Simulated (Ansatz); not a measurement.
`[F][Al@H-]1[F+][Al@@H-]([F])[F+]1`. Total charge 0; spin multiplicity 1.

Z-matrix (Å, degrees):
```
Al
F 1 1.815
Al 1 2.772 2 40.2
F 1 1.815 2 80.4 3 -0.4
F 1 1.639 2 109.1 3 106.5
H 1 1.557 2 112.7 3 -111.1
F 3 1.639 1 115.0 2 90.3
H 3 1.557 1 120.6 2 -89.7
```

(1) Give the diagnostics of a CCSD(T)/def2-TZVPP run (frozen core, Ansatz). (Best estimate.)

Answers

(1) Ansatz gave: T1 = 0.0117, largest single amplitude 0.020, largest double 0.017, (T) share of the correlation energy 2.6 %, 9 CCSD cycles. The RHF solution is stable towards an unrestricted one. T1 lies under the customary mark of 0.02 for closed shells.
